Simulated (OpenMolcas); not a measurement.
**Pd3+: moving the ligands**

Pd3+ with 6 ligands (fluoride) in octahedral coordination (Oh) at 2.07 Å. A charge of +0.5 e stands 3.2 Å behind each ligand. Ligand basis ANO-RCC-VDZP.

```
Program             : OpenMolcas
Method              : CASSCF
Basis               : ANO-RCC-VTZP [7s6p4d2f1g]
Scalar Hamiltonian  : DKH2, point nucleus
Active space        : 7 electrons in 5 orbitals (4d)
State averaging     : 2S+1 = 4 even, 10 roots; 2S+1 = 2 even, 40 roots
Spin-orbit coupling : state interaction with AMFI integrals over the reference wave functions
```

Runs around this geometry, states (labels of O, the rotations of Oh). Energies in cm-1 above the lowest state or level, χT in cm3 K/mol; under a threefold ground state the first gap can be a small split of the lowest multiplet, not the spin-orbit step; 10Dq and B are least-squares fits to the states below 45000 cm-1, weighted by degeneracy, with a free offset, and given where the rms deviation is under 5 % of |10Dq| (or 100 cm-1) and under 700 cm-1.

```
R (Å)  Ground state  First state of that spin   10Dq  B (rms of fit)  First gap with spin-orbit (degeneracies)  χT at 300 K  First state of another spin
 2.03            2E                 2T1 15034  17461       838 (290)                              570.9 (4, 2)        0.978                    4T1 853.0
 2.07           4T1                 4T2 14008  16000       833 (326)                              296.3 (2, 4)        2.581                     2E 809.0
 2.12           4T1                 4T2 12337  14263       843 (333)                              688.3 (2, 4)        2.932                      2E 2632
```

Taking |10Dq| as R^-n, n = -ln(14263 / 17461) / ln(2.12 / 2.03) = 4.7 between the shortest and longest distance. The point-charge formula for a cubic d site gives n = 5.

The ground state changes within this set.

Without dynamic correlation the repulsion within the d shell is too large (B by tens of per cent), so at a given field states of lower spin stand too high. With metal d orbitals alone the field can be off either way by tens of per cent. Ligand-to-metal charge-transfer states are missing. With no ligand orbital active B as a rule stays too high, so bands that hang on it stand too high and its fall with covalency is understated. Spin-orbit coupling mixes the spin-free states strongly: the lowest level takes only 64 % from its leading state, 2E (holds for R = 2.03). An orbital doublet at a regular site is open to a Jahn-Teller distortion, which this geometry leaves out (holds for R = 2.03). This shell can be high or low spin here, a state of another spin lies low, and with metal d orbitals alone active their balance is uncertain, so the ground spin may be wrong, although the usual error favours high spin (holds for R = 2.03). The least metal-like active orbital is 79 % on the metal (Löwdin) and no ligand orbital is active, so the numbers are rough (holds for R = 2.03). An orbital triplet at a regular site is open to Jahn-Teller coupling, which can distort the site and quench the lowest spin-orbit gaps and is left out (holds for R = 2.07; R = 2.12). This shell can be high or low spin here, a state of another spin lies low, and with metal d orbitals alone active their balance is uncertain, so the ground spin may be wrong (holds for R = 2.07; R = 2.12). The least metal-like active orbital is 83 % on the metal (Löwdin) and no ligand orbital is active, so the numbers are rough (holds for R = 2.07; R = 2.12). No measured value stands beside these numbers; the geometry was imposed, not optimised, and the real ion may take another.
